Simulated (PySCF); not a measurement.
# C₆ coefficients of unlike pairs at PBE0

Calculated with PySCF 2.14 from the dipole response of each species, C₆(A,B) = (3/π) ∫ α_A(iu) α_B(iu) du, in atomic units, from isotropic polarisabilities. For ions this is the dispersion term alone; charge-induced terms of lower order in 1/R come first.

```
species            configuration                                                                                              basis      relativity  α (bohr³)  C₆ (like pair)
    Ir⁺   [Xe] 4f14 5d7 6s1 (5F)  aug-cc-pVTZ-PP with one added diffuse shell each of s, p, d, f, g type with ECP60MDF (7s7p6d4f3g)  core potential      25.42           206.2
    Hg⁺  [Xe] 4f14 5d10 6s1 (2S)                                                        aug-cc-pwCVTZ-PP with ECP60MDF (8s8p7d4f3g)  core potential      19.52           145.2
      N        [He] 2s2 2p3 (4S)                   aug-cc-pVQZ with one added diffuse shell each of s, p, d, f, g type (7s6p5d4f3g)            none      7.799           26.28
    Ne⁺        [He] 2s2 2p5 (2P)                                                                       aug-cc-pCVQZ-DK (9s8p6d4f2g)   spin-free X2C      1.350           2.366
```

(1) Estimate C₆ for Hg⁺ with Ir⁺.

No spin-orbit coupling is included.

The other pairs:

| pair | C₆ |
| --- | --- |
| Ne⁺, N | 7.022 |
| Ne⁺, Hg⁺ | 16.85 |
| Ne⁺, Ir⁺ | 19.19 |
| N, Hg⁺ | 61.54 |
| N, Ir⁺ | 73.21 |

## Answers

(1) The integral gives 172.3. The combination rule 2 C_A C_B / (C_A α_B/α_A + C_B α_A/α_B) gives 172.4 and the geometric mean 173.0.
